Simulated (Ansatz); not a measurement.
Isolated molecules relaxed with PBE0-D4/def2-TZVP in Ansatz; ΔE leaves out vibrations. CCSD(T)/CBS adds triple-zeta CCSD(T) − MP2 to the extrapolated MP2 energy (def2 sets, frozen cores). This one scheme is used for every species. For As outer-core shells are correlated without core-valence functions, which leaves a few kJ/mol of doubt a bond. Scalar relativity is left out up to krypton. One conformer a species, not always the lowest.

Reaction (formal hydrolysis of the As–Si bond): `[SiH3][AsH][SiH3]` + H₂O → `O[AsH][SiH3]` + SiH₄

```csv
species,SCS-MP2/def2-TZVPP energy (Eh)
`[SiH3][AsH][SiH3]`,-2816.71170
H₂O,-76.32077
`O[AsH][SiH3]`,-2601.58671
SiH₄,-291.41820
```

Problem. Work out ΔE.

Solution. ΔE = (-2601.58671) + (-291.41820) − (-2816.71170) − (-76.32077) = 0.02756 Eh = +17.3 kcal/mol. CCSD(T)/CBS gives +20.3 kcal/mol.

Largest T1 diagnostic among the species: 0.012.

Leaving LDA and LC-ωPBE aside and taking each functional with its dispersion term where it has one, the values, not all of them listed here, spread over 5.7 kcal/mol, from BLYP-D4 to HSE06-D4. LDA lies +1.9 kcal/mol from PBE without D4. At CCSD(T), def2-SVP lies −2.8 kcal/mol from the extrapolated value and def2-TZVPP −1.8 kcal/mol. From PBE to PBE0 (25 % exact exchange), in def2-TZVPP and without D4, ΔE moves by +1.7 kcal/mol.
